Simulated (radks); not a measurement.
Values are calculated unless marked as measured or tabulated.
The caesium anion Cs- inside a hard spherical wall (all orbitals vanish at R), configuration held at [Xe] 6s2 and not refilled when levels cross. Code: a radial shooting solver on a logarithmic mesh with Libxc functionals. Model: scalar-relativistic Kohn-Sham, PBE, spin-unpolarised, spherical densities, finite nucleus; Fermi nuclear charge, rms radius 4.8041 fm. Eigenvalues in eV, with the zero of energy where the potential of the charges vanishes at infinity; a dash marks a level that is unbound or too diffuse for the functional's potential to be trusted. A positive occupied level is held by the wall or, in an anion where self-interaction has pushed it up, behind a barrier. The pressure on the wall is -dE/dV.

R (bohr),E (hartree),kinetic (hartree),e(4d),e(5s),e(5p),e(6s),"e(6p, empty)","e(5d, empty)",pressure (GPa)
15,-7786.6518,8203.496,-70.290,-22.776,-9.575,0.997,1.961,2.609,0.0207
10,-7786.6148,8203.622,-68.805,-21.311,-8.139,2.201,3.798,4.265,0.455
8,-7786.5449,8203.828,-67.428,-19.974,-6.852,3.788,6.172,5.853,2.14
4,-7784.6658,8210.165,-54.100,-9.173,3.790,30.161,40.468,21.185,314
3,-7779.8433,8225.568,-36.204,5.756,20.840,78.727,95.893,45.139,2480
2,-7751.5505,8307.787,13.554,72.902,99.460,281.42,312.62,145.41,40300
1.5,-7680.2196,8503.741,92.421,233.19,276.02,663.33,704.88,340.66,279000
